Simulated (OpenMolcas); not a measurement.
**Cr2+: ligand-field states by method**

Cr2+ with its 8 nearest fluoride ions at 2.284 Å, on the Ca site of CaF2 (a = 5.46294 Å, distance in the model lattice 2.366 Å). The rest of the host is ab initio model potentials to 7.6 Å and point charges beyond; the distance is set by hand and nothing relaxes. Ligand basis ANO-RCC-VDZP.

| Property | Result |
| --- | --- |
| Program | OpenMolcas 26.06 |
| Basis | ANO-RCC-VTZP [6s5p3d2f1g] |
| Scalar Hamiltonian | DKH2, point nucleus |
| Active space | 4 electrons in 5 orbitals (3d) |
| State averaging | 2S+1 = 5 even, 5 roots; 2S+1 = 3 even, 45 roots; 2S+1 = 1 even, 50 roots |
| Spin-orbit coupling | RASSI with atomic mean-field integrals over the reference wave functions |

I. CASSCF
II. SS-CASPT2, IPEA 0.25 Eh, imaginary shift 0.1 Eh (closed shells correlated: 3s 3p and the ligand valence shells)

Spin-free states (labels of O, the rotations of Oh) in cm-1, each column counted from its own energy of the first state listed:

```json
{"State": "5T2", "Degeneracy": "3", "I": "0", "II": "0"}
{"State": "5E", "Degeneracy": "2", "I": "4427", "II": "5470"}
{"State": "2S+1 = 3", "Degeneracy": "3", "I": "16490", "II": "13270"}
{"State": "2S+1 = 3", "Degeneracy": "3", "I": "18705", "II": "15740"}
{"State": "2S+1 = 3", "Degeneracy": "3", "I": "20355", "II": "17270"}
{"State": "1A1", "Degeneracy": "1", "I": "22040", "II": "18280"}
{"State": "3E", "Degeneracy": "2", "I": "22662", "II": "19840"}
{"State": "2S+1 = 3", "Degeneracy": "3", "I": "22756", "II": "18370"}
{"State": "2S+1 = 3", "Degeneracy": "3", "I": "23291", "II": "19050"}
{"State": "1T1", "Degeneracy": "3", "I": "25494", "II": "20860"}
{"State": "3A2", "Degeneracy": "1", "I": "26161", "II": "22100"}
{"State": "2S+1 = 3", "Degeneracy": "6", "I": "26308", "II": "22780"}
{"State": "3E", "Degeneracy": "2", "I": "27151", "II": "23390"}
{"State": "1T2", "Degeneracy": "3", "I": "28806", "II": "24450"}
{"State": "3A1", "Degeneracy": "1", "I": "29404", "II": "25700"}
{"State": "1E", "Degeneracy": "2", "I": "30494", "II": "25430"}
{"State": "2S+1 = 3", "Degeneracy": "3", "I": "30731", "II": "28420"}
```

From I to II, I's first state of the same spin (5E) moves from 4427 to 5470 cm-1, by about +1000 cm-1.

From I to II, I's first state of another spin (2S+1 = 3) moves from 16490 to 13270 cm-1, by about -3200 cm-1.

χT at 300 K: I 2.63, II 2.64 cm3 K/mol.

Roots that are degenerate in the reference are averaged as groups; the widest CASPT2 spread within a group is 1700 cm-1 (the 6-fold group of multiplicity 3 near 22800 cm-1 above the lowest state of its run, II). Shifts and gaps below about the spread of the groups concerned are not significant. Over all roots computed the reference weight is 0.68 to 0.70 in II; a low but even weight reflects the number of correlated electrons. An orbital triplet at a regular site is open to Jahn-Teller coupling, which can distort the site and quench the lowest spin-orbit gaps and is left out. Ligand-to-metal charge-transfer states are missing. With no ligand orbital active B as a rule stays too high, so bands that hang on it stand too high and its fall with covalency is understated. Without dynamic correlation the repulsion within the d shell is too large (B by tens of per cent), so at a given field states of lower spin stand too high (holds for I). With metal d orbitals alone and no dynamic correlation 10Dq can be off by a tenth to a fifth, either way, in oxide and fluoride hosts (holds for I). These CASPT2 states fit no ligand-field parameters well, so their order and spin gaps are uncertain (holds for II). With one d shell and no ligand orbital active, 10Dq can be off by tens of per cent for divalent 3d ions, low with halides held by bare charges and at times high in hosts (holds for II). Free-ion shares, where given, are those of the reference states; single-state CASPT2 does not remix them (holds for II). A group larger than the point group allows holds several states that coincide in this model. No measured value stands beside these numbers; the geometry was set by hand and not optimised.

A state without a sure symmetry label is named by its multiplicity alone.
